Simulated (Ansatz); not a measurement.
Computed with Ansatz.

A structure relaxed at PBE0-D4/def2-TZVP, charge 0, multiplicity 1:

Cartesian coordinates in Å:
```
C -1.633 0.225 -2.104
O -0.419 0.482 -1.426
Si -0.152 0.235 0.146
C -0.512 -1.550 0.550
N -0.747 -2.647 0.811
O 1.413 0.528 0.407
C 2.091 0.338 1.633
H -1.903 -0.833 -2.042
H -1.491 0.491 -3.152
H -2.451 0.827 -1.697
H -1.045 1.030 1.020
H 3.128 0.638 1.489
H 2.066 -0.713 1.937
H 1.655 0.950 2.428
```

Task: Give its formula and SMILES.

Result: C3H7NO2Si, `CO[SiH](C#N)OC`.

Task: Point group (tolerance 0.08 Å, 0.16 Å for H)?

Result: Cs.

Task: Summarise the bond lengths by kind.

Result: 2 × C–O 1.413 Å; 6 × C–H 1.090 to 1.095 Å; 2 × O–Si 1.614 Å; 1 × C–Si 1.865 Å; 1 × H–Si 1.480 Å; 1 × C–N 1.152 Å.
